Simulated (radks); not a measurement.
The cobalt ion Co3+, configuration [Ar] 3d6 (the NIST ground configuration). Calculated with a radial shooting solver on a logarithmic mesh with Libxc functionals: scalar-relativistic Kohn-Sham, PBEsol, spin-polarised, spherical densities, point nucleus; open shells are filled with parallel spins first. Some entries of the table are withheld. Estimate them.

orbital,occ.,eigenvalue (eV),<1/r> (bohr^-1),<r^2> (bohr^2)
1s down,1,-7624.107,27.01,0.004252
1s up,1,-7624.104,27.01,0.004252
2s up,1,-937.8320,5.804,0.07730
2s down,1,-935.4868,5.815,0.07703
2p up,3,-808.9238,5.698,0.06236
2p down,3,-807.1478,5.707,0.06208
3s up,1,-142.2756,1.847,0.6799
3s down,1,-137.4625,1.838,0.6854
3p up,3,-105.4079,1.711,(1)
3p down,3,-100.6759,1.699,(2)
3d up,5,-46.8941,1.396,1.086
3d down,1,-42.3635,1.367,1.165
4s up,0,-32.7616,(3),(4)
4s down,0,-31.0918,(5),(6)
4p up,0,-25.0237,0.5275,7.020
4p down,0,-23.7027,0.5086,7.456

Answer. 
(1) 3p up <r^2> (bohr^2): 0.7597
(2) 3p down <r^2> (bohr^2): 0.7701
(3) 4s up <1/r> (bohr^-1): 0.6116
(4) 4s up <r^2> (bohr^2): 5.298
(5) 4s down <1/r> (bohr^-1): 0.5923
(6) 4s down <r^2> (bohr^2): 5.576
